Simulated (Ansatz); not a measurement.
Reactions of C2F2N2Sn, SMILES `N#[C][Sn]([F])([F])[C]#N`.

Calculated with Ansatz (gas phase, PBE0-D4/def2-TZVP geometries, no zero-point term in ΔE). CCSD(T)/CBS is the MP2 limit (def2-TZVPP, def2-QZVPP) plus CCSD(T) − MP2 in def2-TZVPP, frozen cores. DFT in def2-TZVPP. def2 core potentials past Kr. For Ga, In, Sn outer-core shells are correlated without core-valence functions, which leaves a few kJ/mol of doubt a bond. Scalar relativity is left out up to krypton.

```
                                                                                     reaction  revPBE-D4 (kJ/mol)  CCSD/CBS(def2) (kJ/mol)  LDA (SPW92) (kJ/mol)  CCSD(T)/CBS(def2) (kJ/mol)
`N#[C][Sn]([F])([F])[C]#N` + `[CH3][GaH][Cl]` → `[CH3][Ga]([Cl])[C]#N` + `N#[C][SnH]([F])[F]`                 -55                      -57                   -62                         -56
            `N#[C][Sn]([F])([F])[C]#N` + `[OH][GaH2]` → `N#C[O][GaH2]` + `N#[C][SnH]([F])[F]`                  21                       48                     2                          50
               `N#[C][Sn]([F])([F])[C]#N` + `C1=CCCC1` → `N#CC1=CCCC1` + `N#[C][SnH]([F])[F]`                 -36                      -16                   -55                         -17
                 `N#[C][Sn]([F])([F])[C]#N` + `[InH3]` → `N#[C][SnH]([F])[F]` + `N#[C][InH2]`                 -60                      -67                   -65                         -65
            `N#[C][Sn]([F])([F])[C]#N` + `C1[SiH2]S1` → `N#[C][SnH]([F])[F]` + `N#C[SiH]1CS1`                 -51                      -43                   -60                         -42
```

Largest T1 diagnostic: 0.015, for `N#C[O][GaH2]`.
